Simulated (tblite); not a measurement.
Q: What does the GFN2-xTB structure of `C=C[C]1C[C@@H](F)[S@](=O)C1` [radical] look like in three dimensions? (Doublet state.)

A: 
Z-matrix in Å and degrees, rows numbered from 1:
```
C 
C   1  1.3633
C   2  1.3880  1  125.81
C   3  1.5008  2  123.89  1    -6.44
C   4  1.5204  3  108.57  2  -162.86
F   5  1.3730  4  111.54  3   -94.32
S   5  1.8824  4  107.23  3    21.99
O   7  1.4577  5  105.08  4    70.27
C   3  1.4701  2  123.36  1  -178.98
H   1  1.0749  2  122.12  3     1.02
H   1  1.0740  2  120.92  3  -179.02
H   2  1.0829  1  117.91  3   178.21
H   4  1.0956  3  111.52  2    76.71
H   4  1.0921  3  109.95  2   -42.97
H   5  1.0924  4  114.41  3   143.52
H   9  1.0924  3  113.46  2  -113.43
H   9  1.0866  3  114.22  2    14.06
```

The 5 C–C bonds span 1.363 Å (C1=C2, drawn double in one of several resonance forms) to 1.520 Å (C4–C5, drawn single), a spread of 0.157 Å. C2 (carbon bonded to 2 C and H) is planar (angles 125.8°, 117.9° and 116.3°, sum 360.0°, 0.01 Å off the plane of its three neighbours). Of the pairs four or more bonds apart, C4···H10 is among the closest relative to their van der Waals radii: 2.76 Å, 95 % of the sum of Bondi's values. C3 (carbon bonded to 3 C) is planar (angles 123.9°, 123.4° and 112.4°, sum 359.6°, 0.05 Å off the plane of its three neighbours).

The geometry is computed with GFN2-xTB (gas phase). This method treats the open shell by occupation alone, without spin polarisation.

Point group: C1 (no symmetry element, even within 0.4 Å). Its GFN2-xTB frequencies are all real (lowest 42 cm⁻¹). Torsions: C1–C2–C3–C4 -6°, C2–C3–C4–C5 -163°, C3–C4–C5–F6 -94°, C4–C5–S7–O8 70°, C5–S7–C9–C3 42°. 3 starts were optimised and ended at 0.00, 0.44 and 0.69 kcal/mol (GFN2-xTB); the lowest of these is shown.

One conformer stands for the species.
